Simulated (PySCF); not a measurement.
Runs that did not reach their result, on `N#CCCC(F)(F)F` (driver script around PySCF, density fitting, GFN2-xTB geometry as the base; each input is a line of settings and coordinates in Å).

Command:
```bash
OMP_NUM_THREADS=1 python probes_run.py task.json out
```
Input:
```
{"job": {"kind": "nmr", "xc": "HF", "basis": "pcSseg-1", "pop": true, "scf": {"guess": "random", "max_cycle": 91}}, "charge": 4, "multiplicity": 1}
N      3.280583    -0.353610     0.148097
C      2.210356    -0.118263    -0.171850
C      0.853035     0.175444    -0.564654
C     -0.128133    -0.231145     0.541162
C     -1.552455     0.080494     0.122368
F     -1.734490     1.386543    -0.124609
F     -2.438687    -0.261673     1.065746
F     -1.906686    -0.569951    -0.996217
H      0.631994    -0.369424    -1.487455
H      0.774041     1.247929    -0.766662
H     -0.064770    -1.302372     0.743785
H      0.076411     0.315344     1.464262
```

Output:
```
start from random orthonormal orbitals
final grid: 112128 points
cycle   1  E = -414.8930773938  dE = -3.011e+02  |g| = 1.912e+01  |ddm| = 2.332e+02
cycle   2  E = -266.5629324905  dE =  1.483e+02  |g| = 2.075e+01  |ddm| = 1.877e+01
cycle   3  E = -459.5576696357  dE = -1.930e+02  |g| = 6.914e+00  |ddm| = 2.562e+01
cycle   4  E = -265.7948034386  dE =  1.938e+02  |g| = 1.903e+01  |ddm| = 2.957e+01
cycle   5  E = -367.2036119545  dE = -1.014e+02  |g| = 1.401e+01  |ddm| = 1.519e+01
cycle   6  E = -391.8340044382  dE = -2.463e+01  |g| = 1.390e+01  |ddm| = 1.418e+01
cycle   7  E = -400.6760706860  dE = -8.842e+00  |g| = 1.312e+01  |ddm| = 5.196e+00
cycle   8  E = -432.0390118999  dE = -3.136e+01  |g| = 1.265e+01  |ddm| = 7.739e+00
cycle   9  E = -443.3547908715  dE = -1.132e+01  |g| = 1.145e+01  |ddm| = 5.898e+00
cycle  10  E = -473.3657573815  dE = -3.001e+01  |g| = 8.275e+00  |ddm| = 1.918e+01
... (28 lines left out)
cycle  39  E = -503.2515805265  dE = -7.946e-07  |g| = 2.367e-04  |ddm| = 2.359e-03
cycle  40  E = -503.2515815459  dE = -1.019e-06  |g| = 1.990e-04  |ddm| = 3.901e-03
cycle  41  E = -503.2515821573  dE = -6.113e-07  |g| = 1.568e-04  |ddm| = 3.036e-03
cycle  42  E = -503.2515825760  dE = -4.187e-07  |g| = 1.141e-04  |ddm| = 3.134e-03
cycle  43  E = -503.2515827503  dE = -1.743e-07  |g| = 7.595e-05  |ddm| = 2.139e-03
cycle  44  E = -503.2515828066  dE = -5.636e-08  |g| = 5.212e-05  |ddm| = 1.319e-03
cycle  45  E = -503.2515828194  dE = -1.281e-08  |g| = 3.747e-05  |ddm| = 5.895e-04
cycle  46  E = -503.2515828262  dE = -6.723e-09  |g| = 2.408e-05  |ddm| = 3.241e-04
cycle  47  E = -503.2515828281  dE = -1.897e-09  |g| = 1.385e-05  |ddm| = 2.193e-04
cycle  48  E = -503.2515828287  dE = -6.142e-10  |g| = 8.161e-06  |ddm| = 9.595e-05
converged SCF energy = -503.2515828287

GIAO shielding tensors (ppm)
atom      isotropic    diamagn.    paramagn.     s11        s22        s33       span
  0 N  -221910.754     310.488 -222221.241 -672333.002   -239.891   6840.632 679173.633
  1 C    34968.606     259.283   34709.323   -358.444    -91.187 105355.447 105713.892
  2 C     9265.724     253.641    9012.083     39.673    395.762  27361.736  27322.063
  3 C    -6397.815     257.233   -6655.047 -18671.724   -838.884    317.164  18988.888
  4 C     -881.769     236.899   -1118.668  -1706.153   -991.474     52.318   1758.471
  5 F    -3576.505     463.391   -4039.897 -12368.323    277.452   1361.355  13729.679
  6 F    -5692.179     460.703   -6152.882 -10068.517  -7260.688    252.667  10321.184
  7 F    -3582.309     463.382   -4045.691 -12363.554    277.470   1339.157  13702.710
  8 H      144.171      21.685     122.485   -197.786     29.100    601.198    798.984
  9 H      143.965      21.695     122.270   -197.700     29.106    600.488    798.188
 10 H       31.300      24.544       6.756   -191.643      8.207    277.335    468.978
 11 H       30.969      24.549       6.419   -192.346      8.246    277.005    469.351
```

On one thread, Intel Xeon at 2.70 GHz (x86_64), no GPU, on a shared host, this took 25 s and 0.77 GiB of memory at its peak.

**Question.** Diagnose the run.

**Answer.** The SCF converged, but the response equations did not. The charge was set to +4 in place of 0. Allow more iterations, and check the SCF solution for stability. The SCF energy stands for these settings; the response results printed after it shouldn't be used.

Input:
```
{"job": {"kind": "nmr", "xc": "OLYP", "basis": "pcseg-1", "pop": true, "grid": 0, "scf": {"max_cycle": 74}}, "charge": 0, "multiplicity": 3}
(coordinates as above)
```

Output:
```
NotImplementedError: this response code serves closed shells only; the SCF ended at -508.53541235 Eh with <S^2> = 2.0041
```

The run took 40 s wall on Intel Xeon at 2.70 GHz, one thread, no GPU (shared host), and the process peaked at 0.24 GiB of memory.

**Question.** Diagnose the run.

**Answer.** Multiplicity 3 makes an open shell, and the driver's response routines handle closed shells alone; the run stopped after the SCF. Use an unrestricted response code, or restore the closed-shell charge and spin. The SCF energy in the message belongs to the altered spin state, and the message doesn't say whether it converged.

The values belong to the conformer `[N:1]#[C:2][CH2:3][CH2:4][C:5]([F:6])([F:7])[F:8]`: C2–C3–C4–C5 180°, C3–C4–C5–F6 -60°.
